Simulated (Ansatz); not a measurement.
Reactions of `[F][GaH][F]`.

Gas-phase electronic energies from Ansatz, PBE0-D4/def2-TZVP geometries. CCSD(T)/CBS adds triple-zeta CCSD(T) − MP2 to the extrapolated MP2 energy (def2 sets, frozen cores). This one scheme is used for every species. Functionals use def2-TZVPP. Open shells (•) are unrestricted, without spin–orbit coupling. For Ga outer-core shells are correlated without core-valence functions, which leaves a few kJ/mol of doubt a bond. Scalar relativity is left out up to krypton. One conformer a species, not always the lowest.

| reaction | B97M-V (kJ/mol) | ωB97X-V (kJ/mol) | PBE0-D4 (kJ/mol) | CCSD/CBS(def2) (kJ/mol) | CCSD(T)/CBS(def2) (kJ/mol) |
| --- | --- | --- | --- | --- | --- |
| `[F][GaH][F]` + `CF` → `F[CH2][GaH][F]` + H–F | 125 | 120 | 109 | 112 | 110 |
| `[F][GaH][F]` + `BN` → `B[NH][GaH][F]` + H–F | 62 | 57 | 50 | 43 | 41 |
| `[F][GaH][F]` + `O[SiH3]` → `[F][GaH][O][SiH3]` + H–F | 17 | 14 | 10 | 4 | 3 |
| `[F][GaH][F]` + `C=C` → `C=[CH][GaH][F]` + H–F | 98 | 93 | 82 | 82 | 80 |
| `[F][GaH][F]` + `[SiH3]`• → `[F][Ga][F]`• + SiH₄ | -44 | -51 | -48 | -40 | -42 |

Largest T1 diagnostic: 0.017, for `[F][Ga][F]`•.
